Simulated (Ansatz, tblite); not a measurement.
Forces on the cluster Na₇S₃⁺ at its r2SCAN-D4/def2-SVP geometry. Charge 1, multiplicity 1.

The xTB rows come from tblite. Another isomer (singlet) lies 0.09 eV lower at PBE0-D4/def2-TZVP; other spin states weren't run for this one.

GFN1-xTB (tblite), largest force 0.35 eV/Å:

```xyz
10
positions Å, forces eV/Å
Na    0.108   -1.479   -4.448   -0.005    0.119    0.326
Na    0.192    1.704    2.648   -0.003   -0.090   -0.204
Na    0.913    2.096   -2.174   -0.059   -0.121    0.177
Na   -1.283    0.915   -0.118   -0.010    0.013   -0.001
Na   -1.178   -2.159    3.992    0.091    0.168   -0.289
Na    1.565    0.047    0.238    0.016    0.005    0.003
Na   -0.658   -2.287   -0.284    0.061    0.215    0.027
S     0.101   -0.548   -2.120   -0.004   -0.034   -0.048
S     0.751    2.589    0.323   -0.068   -0.235   -0.029
S    -0.511   -0.878    1.943   -0.019   -0.040    0.039
```

GFN2-xTB (tblite), largest force 0.73 eV/Å:

```
Na 0.002 -0.086 -0.223
Na -0.004 0.146 0.386
Na 0.106 0.205 -0.342
Na -0.689 0.219 -0.085
Na -0.063 -0.119 0.198
Na 0.693 -0.203 0.087
Na -0.131 -0.454 -0.057
S 0.019 0.002 -0.154
S 0.091 0.315 0.039
S -0.025 -0.024 0.151
```

PBE-D4/def2-TZVP (Ansatz), largest force 0.26 eV/Å:

```
Na 0.007 0.015 -0.019
Na -0.008 -0.002 0.056
Na 0.010 0.007 -0.056
Na -0.104 0.128 -0.005
Na 0.002 0.011 0.022
Na 0.155 0.049 0.027
Na -0.072 -0.248 -0.031
S 0.010 -0.002 -0.084
S 0.017 0.057 0.007
S -0.016 -0.015 0.082
```
